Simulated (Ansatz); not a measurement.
`[NH2][Sn][OH]`. Total charge 0; spin multiplicity 1. Sn takes the def2 core potential. The geometry is a stationary point of PBE0-D4/def2-TZVP. It is one conformer, not always the lowest.

```xyz
6

N     0.513    0.812    0.451
Sn    0.189    0.170   -1.439
O    -0.890   -1.422   -0.956
H     1.050    1.638    0.667
H     0.176    0.374    1.296
H    -1.037   -1.573   -0.019
```

Question: What is the dipole moment at r2SCAN/def2-TZVPP? (Estimate.)

Answer: The calculation gave: 2.24 D, with components (0.88, 1.45, 1.45) D in this frame, pointing from negative to positive charge.

Question: And with PBE, B3LYP, ωB97M-V? (Estimate.)

Answer: Computed: PBE 2.19 D, B3LYP 2.20 D, ωB97M-V 2.18 D.

Question: Give the Mulliken charges with r2SCAN, ωB97M-V, PBE in def2-TZVPP. (Best estimate.)

Answer: Ansatz gave: 
```
atom  r2SCAN  ωB97M-V    PBE
  N1   -0.62    -0.55  -0.56
 Sn2    0.72     0.73   0.63
  O3   -0.59    -0.57  -0.53
  H4    0.16     0.12   0.15
  H5    0.15     0.11   0.14
  H6    0.18     0.16   0.16
```

B3LYP here is the variant with VWN-RPA as its local correlation; programs differ in this.
